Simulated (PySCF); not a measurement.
BFH, SMILES [BH]F (connectivity only; charge and spin as stated), charge +1, multiplicity 1. Heavy atoms are numbered as in [BH:1][F:2]. Hydrogens are named by the atom that carries them.

Coordinates come from a PBE0-D3(BJ)/def2-TZVPD optimisation. The spin state was assumed, not searched. The isomer is the one that the SMILES or the coordinates give; other isomers of the formula were not compared.

Computed with PBE/def2-TZVPD run with PySCF.

Mulliken values depend strongly on the basis, most of all with diffuse functions as here. ESP charges are fitted to the potential on shells at 1.4 to 2.0 van der Waals radii. Atomic charges (e), one atom of each kind:

```json
[
 {"atom": "B1 (BH)", "IAO": "0.86", "Mulliken": "0.55", "ESP fit": "0.76"},
 {"atom": "F2", "IAO": "-0.04", "Mulliken": "0.13", "ESP fit": "0.09"},
 {"atom": "H on B1", "IAO": "0.17", "Mulliken": "0.32", "ESP fit": "0.14"}
]
```
